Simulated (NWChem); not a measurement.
System: CH2NO anion

NWChem input:

```
start job
memory heap 200 mb stack 900 mb global 1100 mb
charge -1
geometry units angstroms noautoz
  N      0.133236    -1.202342     0.000000
  C     -0.363875     0.015665     0.000000
  O      0.201039     1.149295     0.000000
  H      1.157155    -1.108337     0.000000
  H     -1.492110     0.015980     0.000000
end
basis spherical
  * library 6-31+g*
end
dft
  xc m05-2x
  iterations 150
  mulliken
end
task dft energy
```

Output (shortened):

```
             Northwest Computational Chemistry Package (NWChem) 7.3.0
             --------------------------------------------------------

 CS  symmetry detected

                             Geometry "geometry" -> ""
                             -------------------------

 Output coordinates in angstroms (scale by  1.889725989 to convert to a.u.)

  No.       Tag          Charge          X              Y              Z
 ---- ---------------- ---------- -------------- -------------- --------------
    1 N                    7.0000     0.13427186    -1.19253304     0.00000000
    2 C                    6.0000    -0.36490687     0.02462799     0.00000000
    3 O                    8.0000     0.19808116     1.15921571     0.00000000
    4 H                    1.0000     1.15802974    -1.09678934     0.00000000
    5 H                    1.0000    -1.49314078     0.02302700     0.00000000

 Effective nuclear repulsion energy (a.u.)      63.4524471743

      Symmetry information
      --------------------

 Group name             Cs
 Group number              2
 Group order               2
 No. of unique centers     5

                                 NWChem DFT Module
                                 -----------------

 Summary of "ao basis" -> "ao basis" (spherical)
 ------------------------------------------------------------------------------
       Tag                 Description            Shells   Functions and Types
 ---------------- ------------------------------  ------  ---------------------
 N                          6-31+g*                  8       18   4s3p1d
 C                          6-31+g*                  8       18   4s3p1d
 O                          6-31+g*                  8       18   4s3p1d
 H                          6-31+g*                  2        2   2s

      Symmetry analysis of basis
      --------------------------

        a'         43
        a"         15

            General Information
            -------------------
          SCF calculation type: DFT
          Wavefunction type:  closed shell.
          No. of atoms     :     5
          No. of electrons :    24
           Alpha electrons :    12
            Beta electrons :    12
          Charge           :    -1
          Spin multiplicity:     1
          Use of symmetry is: on ; symmetry adaption is: on
          Maximum number of iterations: 150
          AO basis - number of functions:    58
                     number of shells:    28
          Convergence on energy requested:  1.00D-06
          Convergence on density requested:  1.00D-05
          Convergence on gradient requested:  5.00D-04

              XC Information
              --------------
                       M05-2X Method XC Functional
                     Hartree-Fock (Exact) Exchange  0.560
                M05-2X metaGGA Exchange Functional  0.440
                      M05-2X Correlation Potential  1.000

             Grid Information
             ----------------
          Grid used for XC integration:  medium
          Radial quadrature: Mura-Knowles
          Angular quadrature: Lebedev.
          Tag              B.-S. Rad. Rad. Pts. Rad. Cut. Ang. Pts.
          ---              ---------- --------- --------- ---------
          N                   0.65       49          10.0       434
          C                   0.70       49           9.0       434
          O                   0.60       49          10.0       434
          H                   0.35       45           8.0       434
          Grid pruning is: on
          Number of quadrature shells:   237
          Spatial weights used:  Erf1

      Superposition of Atomic Density Guess
      -------------------------------------

 Sum of atomic energies:        -167.71234045

 Renormalizing density from      23.00 to     24

      Non-variational initial energy
      ------------------------------

 Total energy =    -173.351642
 1-e energy   =    -368.997907
 2-e energy   =     132.193818
 HOMO         =       0.043715
 LUMO         =       0.242993

      Symmetry analysis of molecular orbitals - initial
      -------------------------------------------------

  Numbering of irreducible representations:

     1 a'          2 a"

  Orbital symmetries:

     1 a'          2 a'          3 a'          4 a'          5 a'
     6 a'          7 a'          8 a'          9 a"         10 a'
    11 a'         12 a"         13 a'         14 a'         15 a'
    16 a"         17 a'         18 a'         19 a"         20 a"
    21 a'         22 a'

     ---------------------------------------------
      Total Density - Mulliken Population Analysis
     ---------------------------------------------

    Atom       Charge   Shell Charges
 -----------   ------   -------------------------------------------------------
    1 N    7     7.85   2.00  0.79  2.20  0.93  1.79 -0.21  0.33  0.02
    2 C    6     5.54   2.00  0.62  1.36  0.44  0.59  0.26  0.18  0.09
    3 O    8     8.83   2.00  0.88  2.72  0.99  2.02 -0.06  0.27  0.01
    4 H    1     0.73   0.46  0.27
    5 H    1     1.05   0.50  0.54

   convergence    iter        energy       DeltaE   RMS-Dens  Diis-err
 ---------------- ----- ----------------- --------- --------- ---------
 d= 0,ls=0.0,diis     1   -169.1255375800 -2.33D+02  2.55D-02  1.20D+00
 d= 0,ls=0.0,diis     2   -169.1855082579 -6.00D-02  9.84D-03  8.26D-01
 d= 0,ls=0.0,diis     3   -169.2832295755 -9.77D-02  1.46D-03  8.51D-03
 d= 0,ls=0.0,diis     4   -169.2838102417 -5.81D-04  8.53D-04  4.63D-03
 d= 0,ls=0.0,diis     5   -169.2842821624 -4.72D-04  2.06D-04  5.52D-05
  Resetting Diis
 d= 0,ls=0.0,diis     6   -169.2842909898 -8.83D-06  5.65D-05  8.75D-06
 d= 0,ls=0.0,diis     7   -169.2842917897 -8.00D-07  6.70D-05  4.43D-06
 d= 0,ls=0.0,diis     8   -169.2842911377  6.52D-07  3.35D-05  1.16D-05
 d= 0,ls=0.0,diis     9   -169.2842923034 -1.17D-06  7.88D-06  1.83D-08
 d= 0,ls=0.0,diis    10   -169.2842923106 -7.22D-09  2.59D-06  3.76D-09

         Total DFT energy =     -169.284292310612
      One electron energy =     -361.844376903321
           Coulomb energy =      150.911917220557
    Exchange-Corr. energy =      -21.804279802121
 Nuclear repulsion energy =       63.452447174273

 Numeric. integr. density =       23.999999711142

                  Occupations of the irreducible representations
                  ----------------------------------------------

                     irrep           alpha         beta
                     --------     --------     --------
                     a'               10.0         10.0
                     a"                2.0          2.0

                       DFT Final Molecular Orbital Analysis
                       ------------------------------------

 Vector   10  Occ=2.000000D+00  E=-1.331372D-01  Symmetry=a'
              MO Center= -6.2D-02, -7.4D-01, -8.2D-17, r^2= 2.2D+00
   Bfn.  Coefficient  Atom+Function         Bfn.  Coefficient  Atom+Function
  ----- ------------  ---------------      ----- ------------  ---------------
     6      0.355267  1 N  s                  3     -0.300356  1 N  px
     4     -0.280799  1 N  py                58     -0.255838  5 H  s
    39     -0.249805  3 O  px                56     -0.204749  4 H  s
    10      0.202293  1 N  s                  2      0.176646  1 N  s
     8     -0.174388  1 N  py                43     -0.163230  3 O  px

 Vector   11  Occ=2.000000D+00  E=-9.463992D-02  Symmetry=a'
              MO Center=  1.7D-02,  4.4D-01, -2.4D-17, r^2= 2.2D+00
   Bfn.  Coefficient  Atom+Function         Bfn.  Coefficient  Atom+Function
  ----- ------------  ---------------      ----- ------------  ---------------
    39      0.469701  3 O  px                43      0.317330  3 O  px
     4     -0.294298  1 N  py                40     -0.269252  3 O  py
     8     -0.219497  1 N  py                44     -0.196165  3 O  py
    58      0.185120  5 H  s                 28      0.143176  2 C  s
    57      0.114787  5 H  s                 10     -0.112804  1 N  s

 Vector   12  Occ=2.000000D+00  E=-7.545430D-02  Symmetry=a"
              MO Center=  1.4D-01, -2.5D-01,  9.1D-16, r^2= 2.2D+00
   Bfn.  Coefficient  Atom+Function         Bfn.  Coefficient  Atom+Function
  ----- ------------  ---------------      ----- ------------  ---------------
     5      0.449312  1 N  pz                41     -0.405184  3 O  pz
     9      0.341169  1 N  pz                45     -0.296140  3 O  pz
    13      0.144587  1 N  pz                49     -0.115931  3 O  pz
    23      0.087911  2 C  pz                27      0.060122  2 C  pz
    33     -0.045010  2 C  d -1

 Vector   13  Occ=0.000000D+00  E= 2.171146D-01  Symmetry=a'
              MO Center= -9.7D-02, -8.4D-01, -1.9D-13, r^2= 1.1D+01
   Bfn.  Coefficient  Atom+Function         Bfn.  Coefficient  Atom+Function
  ----- ------------  ---------------      ----- ------------  ---------------
    28      4.318699  2 C  s                 10     -3.487919  1 N  s
    30     -1.074144  2 C  py                12     -0.797750  1 N  py
    46     -0.783529  3 O  s                 29      0.505440  2 C  px
    24      0.458272  2 C  s                 11      0.374105  1 N  px
    25      0.203372  2 C  px                48      0.198697  3 O  py

 Vector   14  Occ=0.000000D+00  E= 2.274797D-01  Symmetry=a'
              MO Center= -1.2D+00,  2.8D-01, -1.1D-13, r^2= 1.0D+01
   Bfn.  Coefficient  Atom+Function         Bfn.  Coefficient  Atom+Function
  ----- ------------  ---------------      ----- ------------  ---------------
    29     -1.865725  2 C  px                10      1.796114  1 N  s
    28     -1.019714  2 C  s                 30      0.892699  2 C  py
    47      0.524719  3 O  px                11      0.309011  1 N  px
    12      0.305022  1 N  py                24     -0.214271  2 C  s
    58     -0.204302  5 H  s                 56     -0.190898  4 H  s

 Vector   15  Occ=0.000000D+00  E= 2.417816D-01  Symmetry=a'
              MO Center= -4.7D-01,  9.3D-01,  1.8D-14, r^2= 1.2D+01
   Bfn.  Coefficient  Atom+Function         Bfn.  Coefficient  Atom+Function
  ----- ------------  ---------------      ----- ------------  ---------------
    30      2.558230  2 C  py                46     -2.465221  3 O  s
    10      2.159393  1 N  s                 29      0.707818  2 C  px
    11     -0.602576  1 N  px                26      0.381000  2 C  py
    24      0.270109  2 C  s                 47      0.231224  3 O  px
    48      0.183164  3 O  py                28      0.124482  2 C  s

     ---------------------------------------------
      Total Density - Mulliken Population Analysis
     ---------------------------------------------

    Atom       Charge   Shell Charges
 -----------   ------   -------------------------------------------------------
    1 N    7     7.72   2.00  0.78  2.40  0.91  1.42 -0.02  0.21  0.03
    2 C    6     5.95   2.00  0.69  1.93  0.41  0.59  0.13  0.09  0.11
    3 O    8     8.66   2.00  0.89  2.88  0.98  1.65  0.04  0.21  0.02
    4 H    1     0.73   0.51  0.22
    5 H    1     0.94   0.53  0.41

     -------------------------------------------
      Total Density - Lowdin Population Analysis
     -------------------------------------------

    Atom       Charge   Shell Charges
 -----------   ------   -------------------------------------------------------
    1 N    7     7.73   1.99  0.70  2.24  0.56  1.65  0.15  0.37  0.06
    2 C    6     6.05   1.98  0.50  1.70  0.31  1.02  0.11  0.17  0.25
    3 O    8     8.64   1.99  0.82  2.72  0.64  1.83  0.16  0.42  0.05
    4 H    1     0.73   0.47  0.26
    5 H    1     0.86   0.50  0.36

     Multipole analysis of the density
     ---------------------------------

     L   x y z        total         alpha         beta         nuclear
     -   - - -        -----         -----         ----         -------
     0   0 0 0     -1.000000    -12.000000    -12.000000     23.000000

     1   1 0 0     -0.035381     -0.017690     -0.017690      0.000000
     1   0 1 0      0.085169      0.042585      0.042585      0.000000
     1   0 0 1     -0.000000     -0.000000     -0.000000      0.000000

     2   2 0 0    -14.710006    -15.942584    -15.942584     17.175163
     2   1 1 0     -1.816841      0.238487      0.238487     -2.293816
     2   1 0 1      0.000000      0.000000      0.000000      0.000000
     2   0 2 0    -24.943167    -51.596718    -51.596718     78.250269
     2   0 1 1      0.000000      0.000000      0.000000      0.000000
     2   0 0 2    -16.116581     -8.058291     -8.058291      0.000000
```

Level: M05-2X/6-31+G* (spherical d). Structure relaxed at the B3LYP/def2-SVPD level.
